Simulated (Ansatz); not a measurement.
Reaction (cleavage of the Si–B bond): `B[Si](C)(C)C` + `OBF` → `C[Si](C)(C)OBF` + BH₃

Isolated molecules relaxed with PBE0-D4/def2-TZVP in Ansatz; ΔE leaves out vibrations. CCSD(T)/CBS adds triple-zeta CCSD(T) − MP2 to the extrapolated MP2 energy (def2 sets, frozen cores). This one scheme is used for every species. DFT in def2-TZVPP. B3LYP here is the variant with VWN-RPA as its local correlation; programs differ in this. HSE06 is defined as in plane-wave codes. One conformer a species, not always the lowest.

`B[Si](C)(C)C`:

Cartesian coordinates in Å:
```
B -0.264 1.975 -0.709
Si -0.051 0.078 -0.066
C 1.343 0.144 1.207
C 0.444 -1.094 -1.450
C -1.606 -0.570 0.769
H -0.983 2.756 -0.151
H 0.370 2.409 -1.630
H 1.523 -0.857 1.609
H 1.094 0.801 2.044
H 2.277 0.499 0.764
H -0.335 -1.162 -2.213
H 0.619 -2.102 -1.064
H 1.361 -0.756 -1.940
H -2.443 -0.624 0.067
H -1.444 -1.575 1.169
H -1.906 0.079 1.595
```

`OBF`:

```xyz
5

O    -0.728   -0.689   -0.060
B     0.393    0.050   -0.113
F     0.423    1.267    0.427
H    -1.456   -0.248    0.391
H     1.369   -0.381   -0.645
```

`C[Si](C)(C)OBF`:

Cartesian coordinates in Å:
```
C -1.600 -0.682 -0.563
Si 0.137 -0.206 -0.088
C 1.397 -1.192 -1.036
C 0.401 -0.346 1.750
O 0.394 1.391 -0.542
B -0.181 2.550 -0.215
F -1.197 2.581 0.656
H -2.331 -0.066 -0.034
H -1.763 -0.558 -1.636
H -1.797 -1.729 -0.314
H 1.311 -2.258 -0.808
H 1.263 -1.066 -2.113
H 2.412 -0.874 -0.784
H 1.409 -0.026 2.028
H -0.315 0.273 2.295
H 0.276 -1.380 2.082
H 0.183 3.589 -0.680
```

BH₃:

Z-matrix (Å, degrees):
```
B
H 1 1.193
H 1 1.193 2 120.0
H 1 1.193 2 120.0 3 180.0
```

```csv
level,ΔE (kJ/mol),difference from CCSD(T)/CBS
LDA (SPW92),-115.2,20.6
PBE-D4,-112.8,23.0
revPBE-D4,-114.1,21.7
BLYP-D4,-131.5,4.3
r2SCAN-D4,-132.7,3.1
B97M-V,-135.1,0.7
PBE0-D4,-121.6,14.2
B3LYP-D4,-137.5,-1.7
r2SCANh-D4,-134.1,1.7
r2SCAN0-D4,-136.0,-0.2
HSE06-D4,-121.1,14.7
BHLYP-D4,-148.1,-12.3
CAM-B3LYP-D4,-143.1,-7.3
ωB97X-V,-135.5,0.3
ωB97M-V,-139.4,-3.6
B2PLYP,-137.8,-2.0
PBE-QIDH,-131.5,4.3
PBE,-109.6,26.2
revPBE,-106.4,29.4
r2SCANh,-133.0,2.8
r2SCAN0,-134.8,1.0
HSE06,-118.4,17.4
BHLYP,-144.5,-8.7
CAM-B3LYP,-140.2,-4.4
LC-ωPBE,-126.9,8.9
RPA@PBE/def2-TZVPP,-134.5,1.3
HF/def2-SVP,-142.9,-7.1
MP2/def2-SVP,-130.0,5.8
CCSD/def2-SVP,-125.0,10.8
CCSD(T)/def2-SVP,-123.2,12.6
HF/def2-TZVPP,-155.6,-19.8
MP2/def2-TZVPP,-141.0,-5.2
SCS-MP2/def2-TZVPP,-142.8,-7.0
CCSD/def2-TZVPP,-136.9,-1.1
CCSD(T)/def2-TZVPP,-134.6,1.2
MP2/def2-QZVPP,-142.3,-6.5
SCS-MP2/def2-QZVPP,-143.8,-8.0
HF/CBS(def2),-157.4,-21.6
MP2/CBS(def2),-142.2,-6.4
CCSD/CBS(def2),-138.1,-2.3
CCSD(T)/CBS,-135.8,0
```

Largest T1 diagnostic among the species: 0.013.

From r2SCAN to r2SCAN0 (25 % exact exchange), in def2-TZVPP and without D4, ΔE moves by −3.1 kJ/mol. Leaving LDA and LC-ωPBE aside and taking each functional with its dispersion term where it has one, the values spread over 35.3 kJ/mol, from BHLYP-D4 to PBE-D4. LDA lies −5.5 kJ/mol from PBE without D4.
